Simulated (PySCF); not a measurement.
# Calculated NMR parameters of Pivaloyl Chloride

```
Formula                 : C5H9ClO
SMILES                  : CC(C)(C)C(=O)Cl
Degrees of unsaturation : 1
Carbon signals          : 3
Proton signals          : 1
```

Atom-mapped SMILES (the numbers label the heavy atoms): `[CH3:1][C:2]([CH3:3])([CH3:4])[C:5](=[O:6])[Cl:7]`; H(Xn) means a hydrogen on atom n.

PySCF 2.14 calculation with shieldings: GIAO B97-2/pcSseg-2 and PBE0-D3(BJ)/def2-TZVP structure; one computed conformer, gas phase, relativity neglected, fast rotation and ring inversion assumed for equivalent nuclei.

Chemical shifts δ = σref − σ; ¹H (σ = 31.64 ppm) and ¹³C (σ = 185.38 ppm) against TMS; ¹⁷O (σ = 327.66 ppm) vs H2O, all at this level.

| carbon | δC, type | δH (multiplicity) | HMBC from (2–3 bonds) | span of the C tensor (ppm) |
| --- | --- | --- | --- | --- |
| C1/C3/C4 | 29.7, CH3 | 1.29 (s) | H(C1)/H(C3)/H(C4) | 43 |
| C2 | 53.3, C | – | H(C1)/H(C3)/H(C4) | 48 |
| C5 | 194.1, C | – | H(C1)/H(C3)/H(C4) | 178 |

Other nuclei:
| atoms | nucleus | environment | δ (ppm) | σ (ppm) |
| --- | --- | --- | --- | --- |
| O6 | ¹⁷O | carbonyl oxygen | 558.2 | -230.5 |

1. Carbon types of the structure: 2 × C, 3 × CH3, which accounts for all hydrogens.
2. δC 194.1: carbonyl carbon.
3. δC 53.3: quaternary sp3 carbon α to a carbonyl; the adjacent C=O deshields it moderately.
4. δC 29.7: methyl carbon; a saturated carbon with 1 carbon neighbour and no heteroatom attached.
5. δH 1.29: hydrogen on a methyl carbon.

Carbons that carry Cl, above all several Cl atoms, come out too deshielded, partly because spin–orbit coupling is missing. Shifts are as computed. Against solution values, carbons near 30 ppm lie about +3 ppm off and those near 130 ppm about +7 ppm; carbons on Cl a further +5 ppm. Of 1211 compounds with measured shifts, 218 miss one by over three times the rms of a fit or turn the order of signals round; such compounds aren't used in these exercises. Unscaled 17O shifts of doubly bonded oxygen tend to come out too high, by tens of ppm or more. Experimental scales use liquid or dissolved standards, which lie at an offset from isolated H2O (liquid H2O: subtract about 36 ppm).
